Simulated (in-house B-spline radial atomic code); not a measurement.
Values are calculated unless marked as measured or tabulated.
## Building a PAW p channel for Hf, r_c = 1.12 bohr

Hf, [Xe] 4f14 5d2 6s2, non-relativistic PBE (a model for so heavy an element), spherical and spin-unpolarised, from an all-electron radial atomic-structure program (B-spline basis) (atomic units; all potentials screened as in the neutral atom).

Two all-electron partial waves φ1, φ2 are integrated outwards at E1 = ε(5p) = -1.240826 and E2 = E1 + 0.5 hartree; φ1 is the bound orbital and φ2 has unit norm inside r_c = 1.1239 bohr. Smooth partners are polynomials, r^2(a0 + a1 r² + a2 r⁴ + a3 r⁶), matched to φ and three derivatives at r_c, with no condition on the norm. The local potential is -33.9185 + (65.2566) r² + (-53.059) r⁴ + (15.9368) r⁶ inside 0.9201 bohr and the all-electron one outside.

| wave | φ(r_c) | φ'(r_c) | a0 | a1 | a2 | a3 |
| --- | --- | --- | --- | --- | --- | --- |
| 1 | 0.9694289 | 0.3265472 | 0.7840438 | 0.9533262 | -1.150588 | 0.3051765 |
| 2 | 1.703316 | 0.01134182 | 1.689923 | 1.40843 | -2.029976 | 0.5549276 |

Inside r_c the overlaps are <φi φj> = [[0.29747, 0.54522], [0.54522, 1.00000]] and, for the smooth waves, [[0.29513, 0.54652], [0.54652, 1.01330]]. With χj = (Ej − T − V_local) applied to smooth wave j, the program's quadrature gives the matrix B_ij = <smooth i, χj> as [[1.19263, 2.30224], [2.30159, 4.44566]].

Problem. Check the match of the first wave, and find the augmentation charges q_ij.

Solution. At r_c the four terms are 0.99037, 1.52108, -2.31892, 0.77691, which sum to 0.9694, φ1(r_c) to rounding. q_ij is the all-electron overlap less the smooth one: [[0.00234, -0.00131], [-0.00131, -0.01330]]. The smooth first wave has a norm of 0.2951 inside r_c against 0.2975, and q11 > 0 puts back the missing charge.

Problem. B isn't symmetric. Show that D_ij = B_ij + Ej q_ij is.

Solution. Integrating by parts gives B12 − B21 = (E1 − E2) q12: 2.30224 − (2.30159) = 0.00065, and −0.5 × (-0.00131) = 0.00065. So D12 = 2.30224 + (-0.740826)(-0.00131) = 2.30321 and D21 = 2.30159 + (-1.240826)(-0.00131) = 2.30321; D11 = 1.18972, D22 = 4.45551. The projectors, p = (B⁻¹)ᵀ χ, are dual to the smooth waves; det B = 0.0032, small beside B11 B22, as the two smooth waves look alike inside r_c.

Solving (T + V_local + Σ p D p) ψ = E (1 + Σ p q p) ψ in a sphere of 9 bohr gives these levels:

```csv
all-electron,one projector,two projectors
-1.240830,-1.240830,-10.933000
-0.043659,-0.429534,-1.240830
0.215383,-0.036668,-0.043659
0.632257,0.223790,0.215384
1.204620,0.645228,0.632260
```

Problem. What does the second projector gain?

Solution. With one projector the errors are 0.00 millihartree, and the level at -0.4295 is out of step with the all-electron series: an extra state, or one far too low, so the pairing ends there; skipping it, the next levels are off by +7.0, +8.4, +13.0 millihartree. With two a ghost lies below the reference level, so the set fails. The lowest eigenvalue of the overlap operator is 1 with one and 0.368 with two projectors. The smooth orbital alone needs a cutoff of 37.7 hartree for 1 millihartree of kinetic energy, against 46.9 for a norm-conserving Troullier-Martins orbital of the same radius, which is no gain while the set fails.
